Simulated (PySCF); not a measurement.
H2Cl2Si, singlet, at a GFN2-xTB geometry. Base run: CAMB3LYP/cc-pVDZ in PySCF.

The PySCF input:
```python
from pyscf import gto, scf, dft

mol = gto.M(
    atom='''
Si   -0.02936543   -0.75380550    0.03346055
Cl    1.65605635    0.34030246    0.02683298
Cl   -1.62471822    0.46414191   -0.06254134
H    -0.09164621   -1.50633088    1.27695919
H    -0.02998600   -1.61594636   -1.13836493
''',
    basis='cc-pvdz',
    verbose=4,
    symmetry=True,
)

mf = dft.RKS(mol)
mf.xc = 'camb3lyp'
mf.kernel()
mf.analyze()
```

Variants of this job, named by their change:

```csv
change,ΔE vs base (eV),point group used,SCF cycles
base,0.00,C2v,8
irrep_nelec = A1:20 A2:6 B1:16 B2:8,34.40,C2v,9
irrep_nelec = A1:22 A2:2 B1:18 B2:8,21.38,C2v,8
symmetry = off,0.00,C1,8
symmetry_subgroup = Cs,0.00,Cs,8
irrep_nelec = A1:22 A2:6 B1:14 B2:8,35.50,C2v,10
symmetry_subgroup = C2,0.00,C2,8
irrep_nelec = A1:22 A2:4 B1:14 B2:10,23.78,C2v,11
```
